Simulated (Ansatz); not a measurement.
C4H2AlF. Charge 0, multiplicity 1. The bonds changed during the relaxation, so this is another structure than the one it started from.

Z-matrix (Å, degrees):
```
Al
C 1 1.880
F 1 1.647 2 117.7
H 1 1.568 2 122.5 3 180.0
C 2 1.520 1 144.8 3 0.1
C 2 1.333 1 150.0 3 179.9
C 5 1.318 2 111.6 1 179.9
H 7 1.069 5 150.3 2 -179.9
```

**Question.** What are the harmonic wavenumbers in cm⁻¹ at PBE0-D4/def2-TZVP (Ansatz, finite differences of forces, unscaled)? (An estimate is asked.)

**Answer.** The calculation gave: 99, 101, 144, 283, 380, 435, 483, 527, 601, 652, 682, 848, 997, 1076, 1529, 1670, 1996, 3397.

**Question.** Is this a minimum?

**Answer.** Yes, all 18 modes are real.

**Question.** Give the ideal-gas thermochemistry at 298.15 K and 1 bar (rigid rotor, harmonic oscillator; point group Cs, symmetry number 1).

**Answer.** Zero-point energy 95.1 kJ/mol; H(298) − E = 115.9 kJ/mol; entropy 344.7 J/(mol·K), of which translation 165.8, rotation 112.6, vibration 66.3; G(298) − E = 13.2 kJ/mol. Modes under 100 cm⁻¹ are hindered rotations or soft bends, so the harmonic entropy is rough.
